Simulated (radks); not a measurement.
Effect of the nuclear size on neutral thallium, [Hg] 6p1. Method: Dirac Kohn-Sham, PBE, spin-unpolarised, spherical densities, finite nucleus; open shells fill j = l - 1/2 first; Fermi nuclear charge, rms radius 5.4759 fm; computed with a radial shooting solver on a logarithmic mesh with Libxc functionals. The rms radius is varied about that value; shifts are against it.

| rms radius (fm) | total energy shift (eV) | density at nucleus (e/bohr^3) | 1s1/2 shift (meV) | 2s1/2 shift (meV) | 4p1/2 shift (meV) | 5s1/2 shift (meV) | 5p1/2 shift (meV) | 6s1/2 shift (meV) | 6p1/2 shift (meV) |
|---|---|---|---|---|---|---|---|---|---|
| 4.4245 | -41.9 | 2.761e+06 | -16700 | -2520 | -2.79 | -29.2 | 0.655 | -2.45 | 0.449 |
| 5.0214 | -18.7 | 2.617e+06 | -7480 | -1130 | -1.26 | -13.1 | 0.292 | -1.10 | 0.201 |
| 5.4759 | 0 | 2.523e+06 | 0.000 | 0.000 | 0.000 | 0.000 | 0.000 | 0.000 | 0.000 |
| 5.8318 | 15.3 | 2.457e+06 | 6110 | 920 | 1.03 | 10.7 | -0.237 | 0.896 | -0.164 |
| 6.4178 | 41.7 | 2.359e+06 | 16700 | 2510 | 2.83 | 29.1 | -0.644 | 2.44 | -0.447 |

Slopes of the eigenvalues against <r^2> in GHz/fm^2, as finite differences over the two radii next to the reference (eigenvalue slopes, not the field-shift constants of lines): 1s1/2 374000, 2s1/2 56300, 4p1/2 62.9, 5s1/2 653, 5p1/2 -14.6, 6s1/2 54.8, 6p1/2 -10.0.
